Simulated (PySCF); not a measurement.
# `C=C(C[SeH])[Se]C`, C₄H₈Se₂

Cartesian coordinates in Å; atom numbers follow the order of the lines, from 1:
```xyz
14

C    -0.263   -1.301   -0.343
C    -0.486   -0.309    0.509
C    -1.842    0.075    0.980
Se   -2.664    1.467   -0.182
Se    0.900    0.806    1.243
C     2.460    0.207    0.248
H    -1.082   -1.883   -0.732
H     0.720   -1.571   -0.687
H    -2.537   -0.765    0.933
H    -1.823    0.489    1.991
H    -1.625    2.443    0.063
H     2.275    0.321   -0.817
H     2.681   -0.827    0.500
H     3.285    0.847    0.552
```

Method used: GIAO B3LYP/pcSseg-1 magnetisability, rotational g tensor and spin-rotation constants, non-relativistic, gas phase in PySCF 2.14.0. Geometry: GFN2-xTB.

The calculation is non-relativistic, which matters for the atoms heavier than Zn.

Question: Give the nuclear spin-rotation constants along the inertial axes (H = +C I·J) beside the isotropic shieldings.

Answer: Rotational constants 3.1856, 0.6198, 0.5704 GHz. A star marks the isotopologue with that one atom substituted, in its own axes.
| atom | isotope | Caa (kHz) | Cbb (kHz) | Ccc (kHz) | mean (kHz) | σ (ppm) |
| --- | --- | --- | --- | --- | --- | --- |
| H7 | 1H | -0.024 | -0.003 | -0.063 | -0.030 | 26.1 |
| H8 | 1H | 0.092 | -0.059 | -0.042 | -0.003 | 27.1 |
| H9 | 1H | -0.229 | -0.013 | -0.048 | -0.097 | 28.8 |
| H10 | 1H | -0.322 | -0.018 | -0.021 | -0.120 | 28.3 |
| H11 | 1H | -0.201 | -0.016 | -0.059 | -0.092 | 28.8 |
| H12 | 1H | -0.263 | -0.058 | -0.008 | -0.110 | 29.7 |
| H13 | 1H | -0.240 | -0.017 | -0.049 | -0.102 | 29.5 |
| H14 | 1H | -0.156 | -0.026 | -0.061 | -0.081 | 29.9 |
| C1 | 13C* | 1.254 | 0.179 | 0.114 | 0.516 | 67.4 |
| C2 | 13C* | 1.544 | 0.248 | 0.144 | 0.645 | 12.9 |
| C3 | 13C* | 0.502 | 0.122 | 0.099 | 0.241 | 146.0 |
| Se4 | 77Se* | 6.455 | 1.112 | 0.744 | 2.770 | 1550.1 |
| Se5 | 77Se* | 4.803 | 1.212 | 1.079 | 2.365 | 1481.2 |
| C6 | 13C* | 0.474 | 0.088 | 0.083 | 0.215 | 165.8 |

For the geometry as given, no vibrational averaging.

Question: How do the rotational constants and the g tensor change when H7, H8, H9, H10, H11, H12, H13, H14 are replaced by deuterium?

Answer: Constants 2.6581, 0.5836, 0.5347 GHz; g -0.0165, -0.0049, -0.0016, against -0.0194, -0.0052, -0.0018 before.
